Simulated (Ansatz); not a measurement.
**What each rung costs, and what it gives**

Saddle point of SbH4O2, doublet (HO₂ ([O][OH]) + SbH₃ → H₂O₂ ([OH][OH]) + SbH₂; bonds formed: H1–O3; bonds broken: H1–Sb2), PBE0-D4/def2-TZVP structure:

H1  (0.053, -0.081, 0.004)
Sb2  (0.940, 0.765, 1.306)
O3  (-0.701, -0.766, -1.093)
O4  (-1.726, 0.017, -1.462)
H5  (2.286, 1.050, 0.297)
H6  (1.626, -0.690, 1.879)
H7  (-2.478, -0.295, -0.933)
(Å)

Barriers are electronic and count from the start structure reached by relaxing down the imaginary mode. Spin–orbit coupling is left out.

Ansatz 0.2.0; basis: as named in each row; cores frozen in the correlated methods; orbitals are unrestricted. Filled d shells of the heavier atoms are correlated. Core potentials replace the inner electrons of the atoms past krypton. The def2 sets are not built for correlating such inner shells, so the correlated values are less sure here. B3LYP uses VWN-RPA correlation. Extrapolation: Hartree–Fock as exp(−7.88 √X), correlation as X^−2.97.

Times are rough, for one single point on 4 threads of a shared host (Oxide Virtual Turin-like).

The estimate by CCSD(T) at an estimated basis limit (MP2 extrapolated from triple and quadruple zeta, plus CCSD(T) − MP2 in triple zeta) is 0.390 eV.

| method | basis | time (s) | barrier (eV) | method less estimate |
| --- | --- | --- | --- | --- |
| SPW92 | def2-SVP | under 1 | -0.138 | -0.528 |
| PBE-D4 | def2-SVP | 1 | 0.081 | -0.309 |
| PBE0-D4 | def2-SVP | 2 | 0.288 | -0.102 |
| SPW92 | def2-TZVPP | 2 | -0.191 | -0.581 |
| PBE-D4 | def2-TZVPP | 2 | 0.031 | -0.359 |
| BLYP-D4 | def2-TZVPP | 3 | 0.074 | -0.316 |
| PBE0-D4 | def2-TZVPP | 3 | 0.249 | -0.142 |
| B3LYP-D4 | def2-TZVPP | 4 | 0.234 | -0.156 |
| r2SCAN-D4 | def2-TZVPP | 4 | 0.146 | -0.244 |
| CAM-B3LYP-D4 | def2-TZVPP | 5 | 0.339 | -0.052 |
| BHLYP-D4 | def2-TZVPP | 5 | 0.457 | 0.067 |
| r2SCAN0-D4 | def2-TZVPP | 5 | 0.310 | -0.080 |
| wB97M-V | def2-SVP | 6 | 0.436 | 0.046 |
| PBE-QIDH | def2-TZVPP | 7 | 0.409 | 0.018 |
| RPA on PBE | def2-TZVPP | 7 | 0.455 | 0.064 |
| B97M-V | def2-TZVPP | 8 | 0.267 | -0.123 |
| wB97X-V | def2-TZVPP | 8 | 0.430 | 0.040 |
| B2PLYP | def2-TZVPP | 9 | 0.335 | -0.055 |
| wB97M-V | def2-TZVPP | 9 | 0.407 | 0.017 |
| CCSD(T) | def2-SVP | 10 | 0.547 | 0.157 |
| MP2 | def2-QZVPP | 26 | 0.439 | 0.049 |
| CCSD(T) | def2-TZVPP | 170 | 0.421 | 0.031 |

All methods are single points on the PBE0-D4 structures; a negative value means that the method puts the saddle structure below the start.

T1 diagnostic: at most 0.025. ⟨S²⟩ of the unrestricted Hartree–Fock references: 0.76 to 0.80 (a pure state has 0.75). The unrestricted reference is spin-contaminated, which hurts MP2 most.

Labels in which every atom is bracketed show which atoms are joined, not bond orders.
